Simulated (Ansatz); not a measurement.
Basis-set extrapolation for C₄H₈F₂O (`FCCCOCF`) (PBE0-D4/def2-TZVP geometry, frozen core, Ansatz 0.2.0). Multiplicity 1, RHF reference.

```
                      def2-TZVPP   def2-QZVPP
                 HF  -430.037352  -430.056627
    MP2 correlation    -1.416823    -1.528456
CCSD(T) correlation    -1.511102      not run
```

Energies in hartree. Use E(X) = E(∞) + A·exp(−7.88·√X) for Hartree–Fock and E(X) = E(∞) + B·X^(−2.97) for correlation, with X = 3 and 4, and add CCSD(T) minus MP2 of the smaller set to the MP2 limit.

**Question.** What is the CCSD(T) energy at the basis-set limit?

**Answer.** HF limit: -430.056627 + (-0.019275) × 0.13774 = -430.05928. MP2 limit: -1.528456 + (-0.111633) × 0.74074 = -1.61115. Higher-order term: -1.511102 − (-1.416823) = -0.09428. Total: -431.76471 hartree, 567.8 kJ/mol below CCSD(T)/def2-TZVPP.
